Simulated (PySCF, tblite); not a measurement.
**Question.** What does the GFN2-xTB structure of InChI=1S/C6H12S/c1-5(2)6-3-4-7-6/h5-6H,3-4H2,1-2H3/t6-/m1/s1 look like in three dimensions?

**Answer.** 
```xyz
19
C6H12S angstrom
C     -1.8218   -0.9529    0.7611
C     -0.8961    0.1560    0.2696
C     -1.5186    0.8950   -0.9144
C      0.4490   -0.4255   -0.1353
C      1.5922    0.5598   -0.4060
C      2.6411   -0.1564    0.4423
S      1.3886   -1.2307    1.2355
H     -1.3520   -1.4973    1.5778
H     -2.7611   -0.5358    1.1155
H     -2.0340   -1.6534   -0.0442
H     -0.7318    0.8649    1.0891
H     -2.4821    1.3110   -0.6306
H     -1.6715    0.2105   -1.7464
H     -0.8777    1.7065   -1.2510
H      0.3229   -1.1536   -0.9400
H      1.8582    0.6664   -1.4579
H      1.3629    1.5460   -0.0018
H      3.1789    0.4577    1.1604
H      3.3430   -0.7588   -0.1312
```

Any rigid rotation of these coordinates is as good. Atoms count from 1 in this order. Of the pairs four or more bonds apart, S7···H8 is among the closest relative to their van der Waals radii: 2.77 Å, 92 % of the sum of Bondi's values. The 4-membered ring C4–C5–C6–S7 has internal angles of 76.7° to 96.5°; it is puckered, 0.08 Å rms from its mean plane, widest ring torsion 13°.

Bonds between heavy atoms (Å): C1–C2 1.526, C2–C3 1.528, C2–C4 1.520, C4–C5 1.533, C5–C6 1.527, C6–S7 1.831, C4–S7 1.847.

Structure optimised with GFN2-xTB, isolated species.

Point group: C1 (no symmetry element, even within 0.4 Å). Its GFN2-xTB frequencies are all real (lowest 71 cm⁻¹). The numbers are those of one conformer (C1–C2–C4–C5 -169°, C2–C4–C5–C6 132°, C4–C5–C6–S7 -13°, C5–C6–S7–C4 11°, C2–C4–S7–C6 -132°). 3 starts were optimised and ended at 0.00, 0.01 and 1.15 kcal/mol (GFN2-xTB); the lowest of these is shown.

All values are computed, not measured.
